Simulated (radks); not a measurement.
Results of a calculation; reference values are marked as such.
Spherical quantum dot in the effective-mass picture: electrons in a hard-walled sphere of radius 7.02, with a point charge +2 (a donor) at the centre, all in effective atomic units (hartree* = m*/eps^2 hartree, bohr* = eps/m* bohr), one dielectric constant everywhere. Level of theory: non-relativistic Kohn-Sham, exchange-only LDA, spin-polarised, spherical densities (a radial shooting solver with Libxc functionals). Levels are named by radial order and angular momentum (1s, 1p, 1d, 2s, ...), and open shells are averaged over m. Results are scaled to m* = 0.196 and eps = 5.3, for which hartree* = 189.9 meV and bohr* = 1.431 nm.

N = 19, configuration 1s2 1p6 1d(up 5, down 4) 2s2. This is the lowest configuration that the search found. Occupied and some empty levels:

level    occupation  eigenvalue (meV)  <r> (nm)
1s up             1            551.11     1.561
1s down           1            551.15     1.545
2s up             1            585.65     7.068
2s down           1            587.46     7.075
1p up             3            592.46     7.262
1p down           3            594.31     7.255
1d up             5            608.58     7.437
1d down           4            610.47     7.434
1f up             0            631.08     7.586
1f down           0            632.99     7.584
1g up             0            659.51     7.717
1g down           0            661.44     7.716
2p up             0            688.43     4.996
2p down           0            689.36     4.984

Energy (meV): total 4951.87, kinetic 1644.5, external -2548.4, Hartree 6624.9, exchange-correlation -769.12.

Electron density:

r (nm)  n(r) (e/nm^3)
0.283          0.5441
0.783          0.1500
1.28          0.04617
1.78          0.01557
2.28         0.005762
2.78         0.002531
3.28         0.001570
3.78         0.001517
4.28         0.001928
4.78         0.002660
5.28         0.003666
5.78         0.004877
6.28         0.006162
6.78         0.007267
7.28         0.007838
7.78         0.007499
8.29         0.006076
8.78         0.003846
9.29         0.001573
9.78        0.0001897
